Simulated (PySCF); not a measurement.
## How methods differ on the excitation energy of Tl

Tl [Xe] 4f14 5d10 6s2 6p1 (2P) → Tl [Xe] 4f14 5d10 6s1 6p2 (4P), as a difference of total energies. Computed with PySCF 2.14 in x2c-TZVPPall with one added diffuse shell each of s, p, d, f type (12s8p7d4f, 99 functions), with scalar relativity by spin-free X2C-1e. The calculations carry no spin-orbit coupling.

```json
{"method": "UHF", "excitation energy (cm⁻¹)": "35082"}
{"method": "r2SCANh", "excitation energy (cm⁻¹)": "47094"}
{"method": "wB97X", "excitation energy (cm⁻¹)": "51056"}
{"method": "HSE06", "excitation energy (cm⁻¹)": "47926"}
```

Spin-orbit coupling is strong in these open shells (close to jj coupling). The scalar numbers leave it out and a first-order estimate fails, so it can dominate the gap to the real levels.
